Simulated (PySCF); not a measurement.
Electric field gradients and quadrupole coupling constants

Species: C4H9NOSi2.
Cartesian coordinates in Å at the GFN2-xTB level; atoms count from 1:
```xyz
17
C4H9NOSi2 angstrom
N      0.140    1.118    2.389
C      0.002    0.066    1.714
C      0.036   -0.090    0.241
Si     1.895   -0.124   -0.256
C     -0.576   -1.363   -0.254
C     -1.464   -1.219   -1.225
O     -1.744    0.051   -1.654
Si    -0.977    1.202   -0.761
H      0.275    1.962    1.831
H     -0.145   -0.845    2.290
H      2.526   -1.267    0.403
H      1.984   -0.269   -1.708
H      2.513    1.126    0.186
H     -0.299   -2.318    0.157
H     -2.012   -1.990   -1.739
H     -1.948    1.928    0.051
H     -0.214    2.043   -1.675
```

Field gradients from the PBE0/pcSseg-1 density (PySCF, non-relativistic), principal values in atomic units, ordered |Vxx| ≤ |Vyy| ≤ |Vzz|:

```tsv
atom	Vxx	Vyy	Vzz
N1	0.3596	0.6096	-0.9692
O7	-0.5988	-0.9730	1.5718
```

Q: Find the asymmetry η = (Vxx − Vyy)/Vzz and the couplings χ = eQV/h (234.96 MHz × Q in barn × V in au), with Q(14N) = 0.02044 b, Q(17O) = −0.0256 b.

A: 
```json
{"atom": "N1", "environment": "imine nitrogen", "nucleus": "14N", "η": "0.26", "χzz (MHz)": "-4.655", "χxx (MHz)": "1.727", "χyy (MHz)": "2.928"}
{"atom": "O7", "environment": "silyl ether oxygen", "nucleus": "17O", "η": "0.24", "χzz (MHz)": "-9.45", "χxx (MHz)": "3.60", "χyy (MHz)": "5.85"}
```

The tensor is traceless: Vxx + Vyy + Vzz = 0.

Q: What is Vzz at O7 in SI units (1 au = 9.71736 × 10²¹ V/m²)?

A: 1.5718 au = 15.273 × 10²¹ V/m².

Q: What couplings would deuterons (Q(2H) = 0.00286 b) have in place of the hydrogens, at this geometry?

A: 
| atom | bonded to | bond length (Å) | Vzz (au) | η | χzz (kHz) |
| --- | --- | --- | --- | --- | --- |
| H9 | N1 | 1.020 | 0.3864 | 0.02 | 260 |
| H10 | C2 | 1.088 | 0.3076 | 0.04 | 207 |
| H11 | Si4 | 1.463 | 0.1623 | 0.03 | 109 |
| H12 | Si4 | 1.462 | 0.1633 | 0.02 | 110 |
| H13 | Si4 | 1.462 | 0.1630 | 0.03 | 110 |
| H14 | C5 | 1.076 | 0.3397 | 0.09 | 228 |
| H15 | C6 | 1.077 | 0.3291 | 0.08 | 221 |
| H16 | Si8 | 1.460 | 0.1596 | 0.02 | 107 |
| H17 | Si8 | 1.458 | 0.1619 | 0.01 | 109 |

Geometry: GFN2-xTB, one conformer, isolated molecule. GFN2-xTB bond lengths can be off by several hundredths of an ångström, more for odd bonds, and the gradients follow them. With so small a basis the couplings can be 20 % off.

These values come from a run that also computed NMR shieldings. Time: 39 s (with the writing of density and orbital grids); peak memory 0.88 GiB. Hardware: one thread, Arm Neoverse V1 (aarch64), no GPU, shared host with 64 logical CPUs at a one-minute load of 25.
